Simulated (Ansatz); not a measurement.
`COBCl` + `[OH]`• → `CO[B]Cl`• + H₂O at 500 K and 1 bar (hydrogen abstraction from a B–H bond).

Computed with Ansatz on PBE0-D4/def2-TZVP structures; ΔE is electronic, products minus reactants. CBS: MP2 limit from def2 TZ/QZ plus the TZ coupled-cluster correction, frozen cores. This one scheme is used for every species. No spin–orbit coupling; open shells (•) take unrestricted orbitals. Each species was taken in one conformer, which may not be the lowest.

```json
{"species": "`COBCl`", "CCSD(T)/CBS energy (Eh)": "-600.27977", "H − E (kJ/mol)": "183.1", "S (J/(mol·K))": "347.1"}
{"species": "`[OH]`•", "CCSD(T)/CBS energy (Eh)": "-75.67771", "H − E (kJ/mol)": "37.0", "S (J/(mol·K))": "199.0"}
{"species": "`CO[B]Cl`•", "CCSD(T)/CBS energy (Eh)": "-599.60228", "H − E (kJ/mol)": "154.0", "S (J/(mol·K))": "352.3"}
{"species": "H₂O", "CCSD(T)/CBS energy (Eh)": "-76.37941", "H − E (kJ/mol)": "73.2", "S (J/(mol·K))": "206.3"}
```

H − E and S are ideal-gas, rigid-rotor, harmonic terms from PBE0-D4/def2-TZVP, for one conformer and one mirror image of each species, with the whole ground term of open shells counted as degenerate. 1 Eh = 2625.50 kJ/mol, R = 8.31446 J/(mol·K).

Q: By hand: ΔE, ΔH, ΔS and ΔG.

A: ΔE = (-599.60228) + (-76.37941) − (-600.27977) − (-75.67771) = -0.02421 Eh = -63.6 kJ/mol. Δ(H − E) = 154.0 + 73.2 − 183.1 − 37.0 = 7.1, so ΔH = -56.5 kJ/mol. ΔS = 352.3 + 206.3 − 347.1 − 199.0 = 12.5 J/(mol·K). ΔG = -56.5 − 500 × (12.5)/1000 = -62.8 kJ/mol.

Q: By hand: the equilibrium constant, and the temperature at which ΔG would vanish if ΔH and ΔS stayed fixed.

A: log₁₀ K = −ΔG/(RT ln 10) = 6.6. ΔH and −TΔS have one sign here, so there is no such temperature.

The number of gas molecules stays the same, so ΔS is small and ΔH decides. A doubt of 5 kJ/mol in ΔE shifts log₁₀ K by 0.5 here. Other conformers and mirror images would add mixing entropy, several J/(mol·K) or more a flexible species. These are equilibria of isolated gas molecules and say nothing of rates. Largest T1 diagnostic: 0.014 (customary marks: 0.02 for closed shells, 0.045 for open ones).

ΔS is within the doubt of such terms, so its sign, and with it that verdict, could turn.
